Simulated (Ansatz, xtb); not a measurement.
# C4H9BSi: which of two isomers lies lower

Structure X: `BC#C[SiH2]CC`, a singlet. Structure Y: `C#C[SiH2]B(C)C`, a singlet. Both are isolated molecules in the gas phase, relaxed with B3LYP-D3(BJ)/def2-SVP, each in the lowest conformer that the search found.

Quicker runs give these differences E(Y) − E(X): GFN2-xTB +18.2 kcal/mol; HF/STO-3G +9.4 kcal/mol (at GFN2-xTB geometries); r2SCAN-D4/def2-SVP +3.0 kcal/mol (at GFN2-xTB geometries).

Estimate E(Y) − E(X) at the level CCSD(T)/def2-SVP + ΔMP2/def2-TZVPP.

Calculated at CCSD(T)/def2-SVP + ΔMP2/def2-TZVPP: E(Y) − E(X) = +2.6 kcal/mol, so structure X lies lower.

How the difference moves with the method:

| level | geometry | E(Y) − E(X) (kcal/mol) | departure from the last row (kcal/mol) | job, with rough time for the two |
| --- | --- | --- | --- | --- |
| GFN2-xTB | GFN2-xTB | +18.2 | +15.7 | optimisation, 0.16 s |
| HF/STO-3G | GFN2-xTB | +9.4 | +6.8 | single point, 0.32 s |
| r2SCAN-D4/def2-SVP | GFN2-xTB | +3.0 | +0.4 | single point, 3.4 s |
| B3LYP-D3(BJ)/def2-SVP | B3LYP-D3(BJ)/def2-SVP | +3.2 | +0.7 | optimisation, 86 s |
| HF/def2-SVP | B3LYP-D3(BJ)/def2-SVP | +5.4 | +2.8 | part of the CCSD(T) run |
| MP2/def2-SVP | B3LYP-D3(BJ)/def2-SVP | +3.3 | +0.8 | part of the CCSD(T) run |
| CCSD(T)/def2-SVP | B3LYP-D3(BJ)/def2-SVP | +2.5 | 0.0 | single point |
| CCSD(T)/def2-SVP + ΔMP2/def2-TZVPP | B3LYP-D3(BJ)/def2-SVP | +2.6 |  | single point, 45 s |

As drawn, Y has 1 B–Si, 1 C–B, 2 C–H in place of 1 C–Si, 1 C–C, 2 B–H.

The levels shown agree on the order. The largest departure from CCSD(T)/def2-SVP + ΔMP2/def2-TZVPP is that of GFN2-xTB, 15.7 kcal/mol. The last row adds to CCSD(T) the change of the MP2 difference between the two basis sets, here 0.0 kcal/mol.

With thermal terms from frequencies at re-optimised GFN2-xTB minima (ideal gas, soft modes damped towards free rotors, one conformer each, 298.15 K, 1 atm): on the last row, ΔE + ΔZPE = +2.7, ΔH = +3.0, ΔG = +2.3 kcal/mol.

The correlated steps freeze 10 core orbitals. Run with Ansatz 0.2.0, xtb 6.7.1; the last row on 4 threads of Arm Neoverse V1 on a shared host.
